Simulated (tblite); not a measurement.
Compound: C6H9N3.
SMILES with atom numbers: `[CH2:1]=[CH:2][n:3]1[cH:4][c:5]([CH2:6][CH3:7])[n:8][n:9]1` (hydrogens: H10, H11 on C1; H12 on C2; H13 on C4; H14, H15 on C6; H16, H17, H18 on C7)

Computed with GFN2-xTB (tblite), gas phase: Langevin dynamics at 600 K from the optimised GFN2-xTB geometry, time step 0.5 fs, friction 0.01 fs⁻¹, 2000 steps.

Start geometry:
```
atom  x, y, z in Å
C1      3.348   -0.005    1.537
C2      2.626    0.340    0.483
N3      1.325   -0.103    0.281
C4      0.502    0.188   -0.763
C5     -0.665   -0.489   -0.487
C6     -1.951   -0.529   -1.234
C7     -2.901    0.560   -0.734
N8     -0.484   -1.139    0.689
N9      0.687   -0.910    1.134
H10     2.942   -0.660    2.287
H11     4.350    0.359    1.667
H12     2.988    0.995   -0.297
H13     0.797    0.814   -1.578
H14    -2.410   -1.507   -1.079
H15    -1.756   -0.392   -2.300
H16    -3.086    0.433    0.330
H17    -2.471    1.547   -0.895
H18    -3.849    0.506   -1.262
```

The statistics below take the 31 frames saved every 25 fs from 250 to 1000 fs; their kinetic temperature (all 3N coordinates) averages 576 K.

**Question.** How do the bond lengths spread?

**Answer.** 
| bond | start (Å) | mean (Å) | standard deviation (Å) | shortest (Å) | longest (Å) |
| --- | --- | --- | --- | --- | --- |
| C1=C2 | 1.323 | 1.336 | 0.019 | 1.308 | 1.373 |
| C2–N3 | 1.389 | 1.411 | 0.036 | 1.350 | 1.490 |
| N3–C4 | 1.360 | 1.358 | 0.035 | 1.307 | 1.448 |
| C4–C5 | 1.377 | 1.380 | 0.037 | 1.308 | 1.451 |
| C5–C6 | 1.487 | 1.492 | 0.032 | 1.423 | 1.556 |
| C6–C7 | 1.530 | 1.542 | 0.040 | 1.455 | 1.624 |
| C5–N8 | 1.356 | 1.365 | 0.029 | 1.315 | 1.437 |
| N8–N9 | 1.273 | 1.277 | 0.021 | 1.241 | 1.319 |
| N3–N9 | 1.336 | 1.332 | 0.046 | 1.249 | 1.443 |
| C1–H10 | 1.075 | 1.089 | 0.043 | 1.012 | 1.163 |
| C1–H11 | 1.074 | 1.087 | 0.034 | 1.016 | 1.169 |
| C2–H12 | 1.081 | 1.086 | 0.029 | 1.036 | 1.147 |
| C4–H13 | 1.070 | 1.078 | 0.031 | 1.021 | 1.146 |
| C6–H14 | 1.091 | 1.107 | 0.040 | 1.017 | 1.195 |
| C6–H15 | 1.092 | 1.105 | 0.041 | 1.045 | 1.193 |
| C7–H16 | 1.087 | 1.097 | 0.037 | 1.041 | 1.200 |
| C7–H17 | 1.088 | 1.104 | 0.049 | 1.003 | 1.206 |
| C7–H18 | 1.087 | 1.115 | 0.082 | 0.972 | 1.251 |

**Question.** Give the same statistics for bond angles, one of each kind among heavy atoms.

**Answer.** 
```csv
angle,start (°),mean (°),standard deviation (°),smallest (°),largest (°)
C1–C2–N3,122.9,122.0,5.0,113.0,134.2
C2–N3–C4,127.6,127.0,4.6,117.0,137.9
C2–N3–N9,123.2,121.8,4.5,111.6,130.1
C4–N3–N9,109.2,109.7,2.6,103.5,114.6
N3–C4–C5,104.7,104.4,2.3,100.4,109.5
C4–C5–C6,130.2,130.2,4.0,120.8,139.7
C4–C5–N8,107.2,107.0,2.2,101.7,112.9
C6–C5–N8,122.5,122.2,4.6,112.6,132.1
C5–C6–C7,110.7,112.6,5.0,104.3,126.3
C5–N8–N9,109.9,109.5,3.0,102.8,115.0
N3–N9–N8,108.9,108.8,2.5,103.7,114.0
```

The run is classical and short, so these are rough statistics of one trajectory.

The cost below is that of the whole dynamics run. On Arm Neoverse N1, one thread, on a shared host, this took 22 s of wall time and 0.18 GiB of memory at its peak.
